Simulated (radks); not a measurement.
Values are calculated unless marked as measured or tabulated.
How relativity changes the ionisation of the neodymium ion Nd+ ([Xe] 4f4 6s1) to Nd2+ ([Xe] 4f4). Spin-unpolarised spherical Kohn-Sham, PBEsol, point nucleus unless stated (finite: rms radius 4.9123 fm), a radial shooting solver on a logarithmic mesh with Libxc functionals. A level marked "c x" has the speed of light scaled by that factor and shares open shells by 2j + 1; other Dirac levels either fill j = l - 1/2 first or share by 2j + 1.

| level | E(Nd+) (hartree) | E(Nd2+) (hartree) | IE (eV) | HOMO | <r> HOMO (bohr) |
|---|---|---|---|---|---|
| non-rel. | -9283.0065 | -9282.6343 | 10.129 | 6s | 4.212 |
| scalar-rel. | -9620.2548 | -9619.8619 | 10.690 | 4f | 1.106 |
| scalar-rel., finite nucleus | -9619.7323 | -9619.3395 | 10.690 | 4f | 1.106 |
| Dirac, 2j+1 shares | -9626.1405 | -9625.7477 | 10.690 | 4f7/2 | 1.115 |
| Dirac, low j first | -9626.1745 | -9625.7820 | 10.682 | 4f5/2 | 1.100 |
| Dirac, 2j+1 shares, finite nucleus | -9625.6155 | -9625.2227 | 10.689 | 4f7/2 | 1.115 |
| Dirac, c x 2 | -9362.6648 | -9362.2881 | 10.250 | 6s1/2 | 4.164 |
| Dirac, c x 5 | -9295.5094 | -9295.1365 | 10.147 | 6s1/2 | 4.204 |
| Dirac, c x 10 | -9286.1238 | -9285.7514 | 10.133 | 6s1/2 | 4.210 |

NIST Atomic Spectra Database: 10.78 eV (semi-empirical). The relativistic part of the total energy of Nd+ is -342.6 hartree (Dirac, 2j+1 shares, finite nucleus), 3.7 % of the non-relativistic value. Spin polarisation and multiplet splitting of open shells are left out at every level.

Beside tabulated values, note that relativity, absent from the non-relativistic runs, is large for the heavy elements, and spin-unpolarised runs miss the spin-polarisation part of the exchange energy of open shells.
